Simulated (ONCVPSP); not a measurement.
# An all-electron radial function and its pseudo partner (titanium (Ti))

Columns: radius, all-electron u(r) and pseudo u(r) of the 3s shell (level -62.47 eV) of titanium in the configuration [Ne] 3s2 3p6 3d2 4s2; Wu-Cohen, scalar-relativistic, ONCV scheme, ONCVPSP 4.0.1.

```
r (bohr)  all-electron  pseudo
   0.110       -0.1473  0.2097
   0.220       -0.5824  0.4091
   0.330       -0.3161  0.5889
   0.440        0.1825  0.7415
   0.550        0.6261  0.8608
   0.660        0.9235  0.9428
   0.770        1.0743  0.9858
   0.880        1.1109  0.9911
   0.990        1.0709  0.9631
   1.100        0.9863  0.9079
   1.210        0.8800  0.8325
   1.320        0.7675  0.7437
   1.430        0.6580  0.6487
   1.540        0.5568  0.5542
   1.650        0.4663  0.4659
   1.760        0.3874  0.3873
   1.870        0.3197  0.3197
   1.980        0.2625  0.2625
   2.090        0.2146  0.2146
   2.200        0.1748  0.1748
   2.310        0.1420  0.1420
   2.420        0.1151  0.1151
   2.530        0.0931  0.0931
   2.640        0.0752  0.0752
   2.750        0.0606  0.0606
   2.860        0.0488  0.0488
```

(1) How many radial nodes do the two functions have?

(2) At about which radius was the pseudo-wave matched?

(3) Is the pseudo-wave norm-conserving?

Results:

(1) The all-electron 3s function has n − l − 1 = 2 (the table is too coarse to show those close to the nucleus); the pseudo-wave has 0, since the states of the same l below it are removed with the core.

(2) 1.95 bohr. The columns agree to 0.0005 from 1.65 bohr on; several derivatives are matched, so the curves merge somewhat inside the radius.

(3) Yes: the ONCV scheme keeps the norm inside the radius equal to the all-electron one, which fixes the energy derivative of the logarithmic derivative at the level.
